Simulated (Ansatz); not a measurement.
Reactions of GeH7NSSi, SMILES `N[SiH2][S][GeH3]`.

Computed with Ansatz on PBE0-D4/def2-TZVP structures; ΔE is electronic, products minus reactants. CCSD(T)/CBS is the MP2 limit (def2-TZVPP, def2-QZVPP) plus CCSD(T) − MP2 in def2-TZVPP, frozen cores. This one scheme is used for every species. DFT in def2-TZVPP. Elements past krypton have def2 core potentials. For Ge, I outer-core shells are correlated without core-valence functions, which leaves a few kJ/mol of doubt a bond. Scalar relativity is left out up to krypton. One conformer a species, not always the lowest.

```tsv
reaction	B2PLYP (kcal/mol)
`N[SiH2][S][GeH3]` + `[SH][GeH3]` → `[GeH3][S][GeH3]` + `N[SiH2]S`	0.4
`N[SiH2][S][GeH3]` + `OB(O)O` → `OB(O)[O][GeH3]` + `N[SiH2]S`	4.7
`N[SiH2][S][GeH3]` + `[SiH3][SiH2][SiH2][SiH3]` → `[SiH3][SiH2][SiH2][SiH2][GeH3]` + `N[SiH2]S`	7.3
`N[SiH2][S][GeH3]` + `OCO` → `N[SiH2]OCO` + `[SH][GeH3]`	-8.5
`N[SiH2][S][GeH3]` + `CCCl` → `CC(Cl)[SiH2]N` + `[SH][GeH3]`	18.8
`N[SiH2][S][GeH3]` + HI → `[GeH3][I]` + `N[SiH2]S`	-8.0
`N[SiH2][S][GeH3]` + `CO[SiH](O)F` → `CO[SiH](F)[O][GeH3]` + `N[SiH2]S`	2.0
```

**Question.** Give the CCSD(T)/CBS values in the same order. (An estimate is asked.)

**Answer.** Computed: 0.3, 6.1, 6.2, -6.7, 18.9, -7.1, 3.2 kcal/mol.

Largest T1 diagnostic: 0.014, for `[SiH3][SiH2][SiH2][SiH3]`.
